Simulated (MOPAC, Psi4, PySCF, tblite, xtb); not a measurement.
Dimer H2 ··· H2O (SMILES [H][H] and O), singlet at R = 3.05 Å between the centres of mass, closest contact 2.61 Å (lowest of the rigid-body minima from ten starts at GFN2-xTB). Geometry in Å and degrees:

```
O
H 1 0.9627
H 1 0.9627 2 105.25
H 1 2.6149 2 122.96 3 -176.33
H 4 0.7438 2 162.68 1 -176.10
```

- GFN2-xTB (tblite)
- SAPT0/jun-cc-pVDZ, frozen core (Psi4)
- PBE/def2-TZVP, counterpoise-corrected (Psi4)
- PBE-D3(BJ)/def2-TZVP, counterpoise-corrected (Psi4)
- HF/aug-cc-pVTZ, counterpoise-corrected (Psi4)
- MP2/aug-cc-pVTZ = DF-MP2/aug-cc-pVTZ, frozen core, counterpoise-corrected (Psi4)
- SCS-MP2/aug-cc-pVTZ = DF-SCS-MP2/aug-cc-pVTZ, frozen core, counterpoise-corrected in Psi4 1.11
- MP2/aug-cc-pVDZ = DF-MP2/aug-cc-pVDZ, frozen core, counterpoise-corrected run with Psi4 1.11
- CCSD/aug-cc-pVDZ = Psi4 with DF-CCSD/aug-cc-pVDZ, frozen core, counterpoise-corrected
- CCSD(T)/aug-cc-pVDZ = DF-CCSD(T)/aug-cc-pVDZ, frozen core, counterpoise-corrected (Psi4 1.11)
- AM1, restricted, heats of formation (MOPAC)
- PM6, restricted, heats of formation (MOPAC)
- GFN1-xTB (xtb)
- RKS-B3LYP/6-31G* = restricted B3LYP/6-31G*, spherical d, no counterpoise correction run with PySCF
- RMP2/6-31G* = restricted MP2 (frozen core)/6-31G*, spherical d, no counterpoise correction in PySCF
- RKS-M06-2X/6-31G* = restricted M06-2X/6-31G*, spherical d, no counterpoise correction run with PySCF
- RKS-B3LYP/3-21G = restricted B3LYP/3-21G, no counterpoise correction (PySCF)

Question: What interaction energy does each level give?

Answer: 
```
method                E_int / kJ/mol
--------------------  --------------
RKS-B3LYP/3-21G               -12.39
RKS-M06-2X/6-31G*              -4.67
RKS-B3LYP/6-31G*               -4.44
PBE-D3(BJ)/def2-TZVP           -3.90
RMP2/6-31G*                    -3.70
PBE/def2-TZVP                  -3.16
MP2/aug-cc-pVTZ                -2.41
SAPT0/jun-cc-pVDZ              -2.08
CCSD(T)/aug-cc-pVDZ            -1.98
AM1                            -1.96
MP2/aug-cc-pVDZ                -1.94
SCS-MP2/aug-cc-pVTZ            -1.91
GFN2-xTB                       -1.91
GFN1-xTB                       -1.85
CCSD/aug-cc-pVDZ               -1.76
PM6                            -1.01
HF/aug-cc-pVTZ                 -0.75
```
